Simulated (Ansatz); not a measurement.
A search over several starts for the lowest SCF solution of the cluster Cu₄Te₂ at the given spin, in a small basis.

```yaml
crystal:
  periodic: [false, false, false]
  atoms:
    - {symbol: Cu, position_ang: [1.621921, 0.437154, 1.363207]}
    - {symbol: Cu, position_ang: [0.511186, 0.979577, -0.701670]}
    - {symbol: Cu, position_ang: [-0.863497, -0.921772, -1.182999]}
    - {symbol: Cu, position_ang: [-0.683593, -0.204843, 1.095493]}
    - {symbol: Te, position_ang: [-2.021855, 1.281037, -0.502882]}
    - {symbol: Te, position_ang: [1.435838, -1.571153, -0.071159]}
basis:
  gaussian: {orbitals: def2-SVP, initial_orbitals: start.molden}
hamiltonian: {xc: pbe, dispersion: d4}
output: {orbitals: {seedname: orbitals}}
```

The file start.molden holds the orbitals of an earlier run on this structure, at another level or in another basis.

```sh
$ ansatz run in.yaml --threads 4 --pin off --events-out ev --progress --plain --max-ram 4787MiB
```

Output, abridged:

```
Functional definition: PBE
2176 factors; their error is unknown
mean field evaluation 1: about -193073.1002 eV, gradient 1.7e2 eV
mean field evaluation 2: about -193089.7403 eV, gradient 2.1e1 eV
mean field evaluation 4: about -193101.2146 eV, gradient 1.6e1 eV
mean field evaluation 8: about -193103.2131 eV, gradient 1.9e-1 eV
mean field evaluation 16: about -192631.3869 eV, gradient 5.0e2 eV
mean field evaluation 32: about -193102.5248 eV, gradient 1.3e1 eV
mean field -193103.14643722 eV, -7096.4097415539 hartree, gradient 1.7e-5 eV, S^2 0.000000; 4 other end points of the search recorded, 0 dependent functions left out
reference -193103.14648617 eV, -7096.4097433530 hartree; 82, 82 occupied and 94, 94 virtual orbitals, 2176 factors
Total energy: -193103.67408168 eV, -7096.4291321302 hartree
```

Run time 9.5 s (4 threads of Arm Neoverse V2 on a shared host).

In the def2 sets Te takes a core potential; there is no spin–orbit coupling. Another isomer (singlet) lies 0.05 eV lower at PBE0-D4/def2-TZVP; other spin states weren't run for this one.
